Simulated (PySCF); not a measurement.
C4H9O, multiplicity 2. Atoms are numbered in the order given.

```xyz
14

C      0.6088     1.1581     0.7972
C      0.0075     0.0407     0.0044
C     -1.1841    -0.5727     0.7413
C      1.0575    -1.0285    -0.2992
O     -0.4042     0.5215    -1.2684
H      1.2751     1.8603     0.2885
H      0.5492     1.1837     1.8881
H     -0.8828    -1.0000     1.7099
H     -1.6324    -1.3685     0.1289
H     -1.9549     0.1905     0.9354
H      0.6107    -1.8137    -0.9289
H      1.8979    -0.5831    -0.8505
H      1.4387    -1.4852     0.6252
H     -1.0057     1.2581    -1.1117
```
Charge 0, spin multiplicity 2.

Coordinates come from a PBE0-D3(BJ)/def2-SVP optimisation. The isomer is the one that the SMILES or the coordinates give; other isomers of the formula were not compared. Other conformers were not sampled.

Level of theory: PySCF 2.14.0 with TDA-ωB97X/def2-SVPD.

Vertical excitations. The molecule is in vacuum.

**Question.** List the lowest excited states. (An estimate is asked for; the answer gives what the named calculation found.)

**Answer.** 
```tsv
state	energy (eV)	λ (nm)	f	main pairs
root 1	4.82	257	0.003	β HOMO→LUMO 88 %
root 2	6.05	205	0.004	β HOMO−1→LUMO 73 %
root 3	6.26	198	0.039	α HOMO→LUMO 78 %, α HOMO→LUMO+2 13 %
root 4	6.36	195	0.004	β HOMO−2→LUMO 42 %, β HOMO−3→LUMO 19 %, β HOMO−6→LUMO 13 %, β HOMO−1→LUMO 11 %
root 5	7.29	170	0.005	α HOMO→LUMO+1 49 %, α HOMO→LUMO+2 12 %, α HOMO−1→LUMO 9 %
root 6	7.46	166	0.003	β HOMO−3→LUMO 30 %, β HOMO−2→LUMO 30 %, β HOMO→LUMO+1 9 %
root 7	7.74	160	0.005	α HOMO→LUMO+4 35 %, α HOMO→LUMO+2 21 %, β HOMO−3→LUMO 7 %
root 8	7.82	159	0.005	α HOMO→LUMO+4 8 %, β HOMO→LUMO+1 36 %, β HOMO→LUMO+3 10 %, β HOMO−2→LUMO 7 %
root 9	7.96	156	0.008	α HOMO−1→LUMO 26 %, α HOMO−1→LUMO+1 12 %, α HOMO→LUMO+3 12 %, α HOMO→LUMO+2 7 %, β HOMO→LUMO+1 10 %
root 10	8.08	153	0.018	α HOMO→LUMO+1 18 %, α HOMO−1→LUMO 17 %, α HOMO→LUMO+3 15 %, α HOMO→LUMO+6 9 %, β HOMO−5→LUMO 8 %
```
Unrestricted roots are not spin-pure.
